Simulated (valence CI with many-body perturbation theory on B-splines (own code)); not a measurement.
## E1 line list for Lu21+

Computed by relativistic CI+MBPT: four valence electrons over a frozen Dirac-Fock core [Kr] 4d10, radial functions for each j: 7 s, 7 p, 7 d, 7 f, 4 g, 2 h, with the one-electron correlation potential Σ1, the two-electron term Σ2, the three-electron term Σ3, Breit, model QED; selected CI, second order for the rest, scaled by the run's own slope (own B-spline code, finite nucleus).

No measured spectrum was set against this ion. As an estimate, terms of the open shell hold to a few per cent of their energy, and close levels can change places.

Lines 51 to 100 of 320 in falling wavelength, among levels below 102.70 eV, chosen from the strongest by gf and those to the six lowest levels. Wavelengths and rates use the calculated energies, so an error of 2000 cm⁻¹ moves a line at 420.6 Å by 0.84 % and its rate by three times that or more. Electric multipoles are in the length gauge, E1 and E2 with the static RPA response of the core. Weak lines are less certain than strong ones. Lines between different terms over intervals too small for the method are left out, as are lines whose strength nearly cancels. Where a level lies close to another of its J and parity, the split of strength between their lines is uncertain. The highest levels of a list are the least certain.

Names give the largest LS component (configuration and term), which can be under half, so a name can repeat, a term be missing and a line seem to break the LS rules; names also repeat where a configuration has a term twice. Letters in brackets count levels of one name in rising energy.

```
λ vac (Å)        Upper             Lower   A (s⁻¹)  S (a.u.) with core polarisation  S without
    420.6  4f3.5p 3D_1  4f3.5s 3D°_1 [c]  8.84e+06                         9.74e-04   1.26e-03
    419.5  4f3.5p 3I_5  4f3.5s 3H°_4 [b]  1.30e+06                         5.22e-04   6.73e-04
    419.4  4f3.5p 3I_5      4f3.5s 1I°_6  2.85e+06                         1.14e-03   1.48e-03
    415.9  4f3.5p 5K_6  4f3.5s 3L°_7 [a]  2.90e+05                         1.34e-04   1.72e-04
    415.8  4f3.5p 3H_4  4f3.5s 3G°_4 [a]  8.42e+05                         2.69e-04   3.46e-04
    415.3  4f3.5p 3D_1  4f3.5s 3D°_1 [b]  4.99e+06                         5.29e-04   6.85e-04
    414.7  4f3.5p 5G_2  4f3.5s 3D°_2 [b]  1.20e+07                         2.11e-03   2.73e-03
    414.7  4f3.5p 5H_6  4f3.5s 3G°_5 [c]  1.10e+07                         5.03e-03   6.50e-03
    413.8  4f3.5p 5I_5  4f3.5s 3G°_4 [b]  3.05e+07                         1.17e-02   1.52e-02
    412.8  4f3.5p 3H_4  4f3.5s 1H°_5 [a]  8.04e+05                         2.51e-04   3.23e-04
    412.6  4f3.5p 3H_4  4f3.5s 3F°_4 [a]  1.95e+05                         6.10e-05   7.85e-05
    411.0  4f3.5p 5K_7  4f3.5s 3I°_6 [b]  5.42e+05                         2.78e-04   3.60e-04
    410.9  4f3.5p 5K_5      4f3.5s 5G°_4  1.94e+06                         7.30e-04   9.39e-04
    410.2  4f3.5p 3H_4  4f3.5s 3G°_3 [b]  2.50e+07                         7.67e-03   9.92e-03
    409.7  4f3.5p 5I_5      4f3.5s 5G°_6  3.02e+05                         1.13e-04   1.44e-04
    407.8  4f3.5p 5H_6  4f3.5s 3I°_6 [b]  8.71e+05                         3.79e-04   4.88e-04
    407.6  4f3.5p 3D_1  4f3.5s 3D°_2 [b]  6.96e+06                         6.98e-04   9.10e-04
    407.0  4f3.5p 3I_5      4f3.5s 5D°_4  1.21e+05                         4.41e-05   5.74e-05
    405.2  4f3.5p 5G_2  4f3.5s 1D°_2 [a]  1.61e+06                         2.64e-04   3.41e-04
    403.9  4f3.5p 3I_5  4f3.5s 3G°_5 [c]  6.87e+06                         2.46e-03   3.16e-03
    403.7  4f3.5p 3D_1      4f3.5s 5D°_0  4.10e+06                         4.00e-04   5.18e-04
    402.4  4f3.5p 5G_2      4f3.5s 5D°_1  1.18e+06                         1.90e-04   2.46e-04
    402.3  4f3.5p 5H_6  4f3.5s 3I°_5 [b]  4.72e+06                         1.97e-03   2.55e-03
    401.4  4f3.5p 5K_6      4f3.5s 5G°_5  2.82e+06                         1.17e-03   1.50e-03
    400.0  4f3.5p 5H_6  4f3.5s 3G°_5 [b]  2.05e+06                         8.41e-04   1.08e-03
    399.9  4f3.5p 5G_2  4f3.5s 3D°_3 [b]  4.79e+05                         7.56e-05   9.66e-05
    399.7  4f3.5p 3I_5  4f3.5s 1G°_4 [a]  6.03e+04                         2.09e-05   2.67e-05
    399.0  4f3.5p 5K_6  4f3.5s 1H°_5 [a]  5.60e+05                         2.28e-04   2.94e-04
    397.3  4f3.5p 3I_5  4f3.5s 3I°_6 [b]  4.28e+06                         1.46e-03   1.87e-03
    396.1  4f3.5p 5I_5  4f3.5s 3G°_4 [a]  4.06e+06                         1.37e-03   1.77e-03
    396.1  4f3.5p 5K_6      4f3.5s 3K°_7  1.18e+07                         4.70e-03   6.04e-03
    396.0  4f3.5p 5K_5      4f3.5s 5F°_4  7.12e+06                         2.40e-03   3.09e-03
    396.0  4f3.5p 3H_4      4f3.5s 5F°_5  1.63e+06                         4.49e-04   5.74e-04
    395.7  4f3.5p 5I_5      4f3.5s 5G°_5  2.86e+05                         9.63e-05   1.28e-04
    395.7  4f3.5p 3D_1      4f3.5s 5D°_1  2.42e+07                         2.22e-03   2.86e-03
    395.7  4f3.5p 3H_4  4f3.5s 3G°_3 [a]  3.27e+07                         9.00e-03   1.16e-02
    394.7  4f3.5p 5G_2      4f3.5s 5D°_2  8.41e+06                         1.28e-03   1.64e-03
    393.4  4f3.5p 5I_5  4f3.5s 1H°_5 [a]  1.85e+06                         6.10e-04   7.84e-04
    393.2  4f3.5p 5I_5  4f3.5s 3F°_4 [a]  4.50e+06                         1.49e-03   1.90e-03
    393.1  4f3.5p 5K_6      4f3.5s 3K°_6  2.69e+07                         1.05e-02   1.34e-02
    393.1  4f3.5p 5G_2  4f3.5s 3D°_3 [a]  2.60e+05                         3.90e-05   4.94e-05
    392.5  4f3.5p 5K_7  4f3.5s 3L°_7 [a]  4.30e+06                         1.92e-03   2.47e-03
    392.4  4f3.5p 5K_7      4f3.5s 5G°_6  1.41e+06                         6.29e-04   8.04e-04
    389.9  4f3.5p 3I_5  4f3.5s 3G°_5 [b]  1.25e+06                         4.03e-04   5.13e-04
    389.6  4f3.5p 5H_6  4f3.5s 3L°_7 [a]  5.49e+06                         2.08e-03   2.66e-03
    389.5  4f3.5p 5G_2  4f3.5s 3D°_1 [a]  2.17e+06                         3.17e-04   4.03e-04
    389.5  4f3.5p 5H_6      4f3.5s 5G°_6  9.47e+05                         3.59e-04   4.69e-04
    388.2  4f3.5p 3D_1      4f3.5s 5D°_2  3.87e+06                         3.35e-04   4.36e-04
    387.7  4f3.5p 5I_5      4f3.5s 3K°_6  5.37e+06                         1.70e-03   2.16e-03
    386.4  4f3.5p 5K_7      4f3.5s 3K°_8  3.65e+06                         1.56e-03   2.00e-03
```
